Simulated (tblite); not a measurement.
propene (C₃H₆), singlet, at a GFN2-xTB geometry; tblite with GFN1-xTB.

Here is a job for tblite.
```
$ tblite run mol.xyz --method gfn1 --charge 0 --spin 0 --grad --json tblite.json --no-restart

# file mol.xyz
9

C      1.27989193     0.12352179     0.00919112
C      0.00825223     0.47486055     0.00924347
H      1.58086326    -0.91147352    -0.00926160
H      2.07459801     0.84971927     0.02748105
H     -0.26659719     1.52209281     0.02807201
C     -1.13573952    -0.48243353    -0.01537878
H     -0.78376375    -1.51090673    -0.03343425
H     -1.76443256    -0.33959044     0.86334919
H     -1.75509560    -0.30553422    -0.89454124
```

It wrote (shortened):

```
xTB calculator
 | screened Coulomb repulsion
 | Coulomb electrostatics
 |  * isotropic Klopman-Ohno-Mataga-Nishimoto electrostatics
 |  * onsite third-order electrostatics
 | DFT-D3(BJ) dispersion correction

halogen bonding energy    0.0000000000000E+00 Eh
repulsion energy          1.7091966413602E-01 Eh
dispersion energy        -2.0011732890587E-03 Eh
number of electrons       1.8000000000000E+01 e
integral cutoff           1.9731147476801E+01 bohr

------------------------------------------------------------
  cycle        total energy    energy error   density error
------------------------------------------------------------
      1     -9.545429189451  -9.7143477E+00   5.7838853E-01
      2     -9.545986074273  -5.5688482E-04   3.4565682E-01
      3     -9.545844744055   1.4133022E-04   1.3885117E-02
      4     -9.546038053254  -1.9330920E-04   9.0922455E-04
      5     -9.546038867684  -8.1443059E-07   2.0968639E-04
      6     -9.546038893914  -2.6230387E-08   5.3121984E-05
      7     -9.546038895347  -1.4321362E-09   7.0049011E-06
------------------------------------------------------------

electronic energy        -9.7149573861936E+00 Eh
total energy             -9.5460388953466E+00 Eh

Post processing:
 | Mayer-Wiberg bond orders

[Info] Tight-binding results written to 'tblite.txt'
[Info] JSON dump of results written to 'tblite.json'
```
